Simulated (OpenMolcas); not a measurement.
# Br5+: from CASSCF to CASPT2

```yaml
Program: OpenMolcas 26.06
Basis: ANO-RCC-VTZP [6s5p3d1f]
Scalar_Hamiltonian: DKH2, point nucleus
Active_space: 2 electrons in 4 orbitals (4s 4p)
State_averaging: 2S+1 = 3 even, 3 roots; 2S+1 = 1 even, 7 roots; 2S+1 = 3 odd, 3 roots; 2S+1 = 1 odd, 3 roots
Spin-orbit_coupling: state interaction with AMFI integrals over the reference wave functions, term energies averaged over their components
```

Methods on the same reference wave functions:
A. CASSCF
B. SS-CASPT2, IPEA 0.25 Eh, imaginary shift 0.1 Eh (closed shells correlated: 3d)
C. MS-CASPT2, IPEA 0.25 Eh, imaginary shift 0.1 Eh (closed shells correlated: 3d)
D. XMS-CASPT2, IPEA 0.25 Eh, imaginary shift 0.1 Eh (closed shells correlated: 3d)

Energies in cm⁻¹ above 4s² ¹S₀, the measured ground level; measured values from Moore, Atomic Energy Levels, vol. II, NSRDS-NBS 35 (1971 reprint of NBS Circular 467, 1952).

| Level | A | B | C | D | Measured |
| --- | --- | --- | --- | --- | --- |
| 4s² ¹S₀ | 0.0 | 0.0 | 0.0 | 0.0 | 0.0 |
| 4s 4p ³P°₀ | 100727 | 101050 | 101090 | 101190 | 104316 |
| 4s 4p ³P°₁ | 102715 | 103010 | 103050 | 103150 | 106431 |
| 4s 4p ³P°₂ | 107101 | 107420 | 107460 | 107560 | 111336 |
| 4s 4p ¹P°₁ | 161958 | 154260 | 154300 | 153730 | 151274 |
| 4p² ³P₀ | 242351 | 242330 | 242370 | 242390 | 244136 |
| 4p² ³P₁ | 245059 | 245160 | 245200 | 245240 | 247406 |
| 4p² ³P₂ [66 %] | 248606 | 247220 | 247260 | 250770 | 253892 |
| 4p² ¹D₂ [66 %] | 263250 | 253380 | 253420 | 243230 |  |
| 4p² ¹S₀ | 294982 | 286520 | 286600 | 286170 |  |

Deviations, from unrounded energies. A percentage is the sum of absolute deviations over the sum of measured energies, with the sign that they share, or ± where signs differ.

```
           Against measurement  Levels     A     B     C     D
mean absolute deviation (cm-1)       7  4500  3500  3400  2800
      other configurations (%)       7  ±2.6  ±2.0  ±2.0  ±1.6
```

D lies closest to measurement on these levels and A furthest from it. The largest miss of D in the table is 4s 4p ³P°₂, by -3800 cm-1. The ranking rests on the paired levels alone, and a cruder setting can come out closer through cancelling errors.

Among B to D the level of the table that moves most is 4p² ¹D₂ [66 %], by 10000 cm-1 (lowest in D, highest in C). Moves below CASPT2's spread within the term are not significant.

The lowest spin-free term lies below A's lowest term by 0.039 hartree in B, 0.039 hartree in C, 0.040 hartree in D.

CASPT2 does not keep the components of a term degenerate, so their means are used; among the terms shown or strongly mixed into the levels shown the widest spread is 380 cm-1 (4p² ¹D, D). Over all roots computed the reference weight is 0.94 to 0.99 in B, 0.94 to 0.99 in C, 0.86 to 0.99 in D; the roots of lowest weight are the least certain, and an intruder state may touch them. The ¹D term of p² mixes with s d, which this space lacks. Measured partners are found by configuration, term and J. A level has none where our copy of the source lacks it or the pairing is in doubt (some pairs that miss far off the trend of their configuration count as doubtful), and it then counts in no deviation. Levels of configurations outside the active space are missing.

A share in square brackets marks a mixed level and gives the weight of the term that names it, the lowest over the columns. ° marks odd parity.
